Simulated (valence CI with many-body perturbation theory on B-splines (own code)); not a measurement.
Which ion has this spectrum?

A relativistic CI+MBPT calculation for an atom or ion with 5 electrons gives these levels (Ry):

| J | Parity | E | g |
| --- | --- | --- | --- |
| 1/2 | odd | 0.00 | 0.63 |
| 1/2 | even | 15.65 | 2.08 |
| 3/2 | odd | 55.84 | 1.31 |
| 3/2 | even | 66.77 | 1.64 |
| 5/2 | even | 69.49 | 1.32 |
| 1/2 | even | 73.89 | 1.25 |
| 3/2 | even | 74.01 | 0.97 |
| 3/2 | odd | 90.44 | 1.33 |
| 5/2 | even | 123.93 | 1.42 |
| 1/2 | even | 130.61 | 1.91 |
| 3/2 | even | 130.67 | 1.18 |
| 3/2 | odd | 143.31 | 1.44 |
| 5/2 | odd | 144.91 | 1.17 |
| 1/2 | odd | 148.39 | 0.63 |

The energies are calculated, and their last digits are not significant.

(1) Which is it?
A. Ho62+
B. Pm56+
C. Dy61+
D. Gd59+

Results:

(1) D. Gd59+, ground level (2s^2 2p1/2) J=1/2.
